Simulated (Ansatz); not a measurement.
`[SiH3]N[SiH2]Cl` + `[NH2][GeH3]` → `Cl[SiH2][NH][GeH3]` + `N[SiH3]` at 500 K and 1 bar (ligand exchange at the Si–N bond).

Isolated molecules relaxed with PBE0-D4/def2-TZVP in Ansatz; ΔE leaves out vibrations. CBS: MP2 limit from def2 TZ/QZ plus the TZ coupled-cluster correction, frozen cores. This one scheme is used for every species. For Ge outer-core shells are correlated without core-valence functions, which leaves a few kJ/mol of doubt a bond. Scalar relativity is left out up to krypton. Each species was taken in one conformer, which may not be the lowest.

| species | CCSD(T)/CBS energy (Eh) | H − E (kJ/mol) | S (J/(mol·K)) |
| --- | --- | --- | --- |
| `[SiH3]N[SiH2]Cl` | -1096.34659 | 205.7 | 418.2 |
| `[NH2][GeH3]` | -2133.81884 | 158.0 | 315.9 |
| `Cl[SiH2][NH][GeH3]` | -2883.36260 | 202.3 | 434.2 |
| `N[SiH3]` | -346.80422 | 161.3 | 303.9 |

H − E and S are ideal-gas, rigid-rotor, harmonic terms from PBE0-D4/def2-TZVP, for one conformer and one mirror image of each species. 1 Eh = 2625.50 kJ/mol, R = 8.31446 J/(mol·K).

Task: By hand: ΔE, ΔH, ΔS and ΔG.

Result: ΔE = (-2883.36260) + (-346.80422) − (-1096.34659) − (-2133.81884) = -0.00139 Eh = -3.6 kJ/mol. Δ(H − E) = 202.3 + 161.3 − 205.7 − 158.0 = -0.1, so ΔH = -3.7 kJ/mol. ΔS = 434.2 + 303.9 − 418.2 − 315.9 = 4.0 J/(mol·K). ΔG = -3.7 − 500 × (4.0)/1000 = -5.7 kJ/mol.

Task: By hand: the equilibrium constant, and the temperature at which ΔG would vanish if ΔH and ΔS stayed fixed.

Result: log₁₀ K = −ΔG/(RT ln 10) = 0.6. ΔH and −TΔS have one sign here, so there is no such temperature.

TΔS isn't small against ΔH here. The sign of ΔG lies within the doubt. A doubt of 5 kJ/mol in ΔE shifts log₁₀ K by 0.5 here. Other conformers and mirror images would add mixing entropy, several J/(mol·K) or more a flexible species. Modes under 60 cm⁻¹, often nearly free rotors, make the harmonic entropy too high. These are equilibria of isolated gas molecules and say nothing of rates. Largest T1 diagnostic: 0.011 (customary marks: 0.02 for closed shells, 0.045 for open ones).

ΔS is within the doubt of such terms, so its sign, and with it that verdict, could turn.
